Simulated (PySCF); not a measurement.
# Electron correlation in As⁺ (arsenic, charge +1)

[Ar] 3d10 4s2 4p2, high-spin 3P determinant. Calculation: PySCF 2.14, in jorge-DZP-DKH (8s6p2d1f, 43 functions); the spin-free X2C one-electron Hamiltonian (Gaussian nucleus). Frozen: [Ar] 3d10; 4 electrons correlated.

MP2 pair energies summed by pair of shells (mhartree):

```
 pair  energy  share (%)
4s-4p  -12.05       47.8
4s-4s  -11.86       47.0
4p-4p   -1.33        5.3
```

Total MP2 correlation energy: -25.24 mhartree.

Same-spin part -2.99 and opposite-spin part -22.25 mhartree; SCS-MP2 scales them by 1/3 and 6/5 to -27.70 mhartree.

| level | correlation energy (mhartree) |
| --- | --- |
| CCSD | -33.79 |
| (T) | -0.21 |
| CCSD(T) | -34.00 |

Diagnostics: T1 = 0.0034, D1 = 0.0075, largest double amplitude 0.099.

Cost of the coupled-cluster step: 0.27 s of wall time on 1 thread of Neoverse-V2 (shared host), for 4 correlated electrons.
